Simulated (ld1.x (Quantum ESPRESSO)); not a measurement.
Ranking TM potentials for O (Z = 8)

All share these settings but for the change named:

```
Element                 : O
Generator               : ld1.x (Quantum ESPRESSO) 7.5
Type                    : norm-conserving Troullier–Martins (Kleinman–Bylander form)
Functional              : BLYP
Relativity              : scalar-relativistic
Frozen core             : [He]
Valence charge          : 6
Reference configuration : 2s2 2p4
Partial waves           : 2p (bound): rc 2.15 bohr; 3d channel at 0.45 Ry: rc 1.95 bohr; 2s (bound): rc 0.75 bohr
Local potential         : the s channel
Core correction         : Bessel-smoothed model core, default radius (core density twice the valence density)
```

Test errors are all-electron minus pseudo excitation energies from the reference, over 2s2 2p3; 2s2 2p2; 2s2 2p1; 2s0 2p6; 2s2 2p4.3; 2s1 2p4; 2s2 2p3.5. None of these files shows a bound ghost.

The base gives 3022.9 meV.

Of 7 variants that were run, those that failed, showed a ghost or another fault, or gave nearly equal values are left out.

A variant can come out equal or close to the base, since the largest error may sit in a test that the change hardly touches while other tests move.

**Question.** Rank these variants by their largest absolute test error, smallest first.
A. all radii but the core radius scaled by about 0.88 (s 0.66, p 1.90, d 1.72 bohr)
B. local potential the d channel
C. wave 2p (bound): rc 2.15 bohr becomes 2p (bound): rc 2.96 bohr

**Answer.** A (1947.5 meV), B (3094.9 meV), C (7850.2 meV).
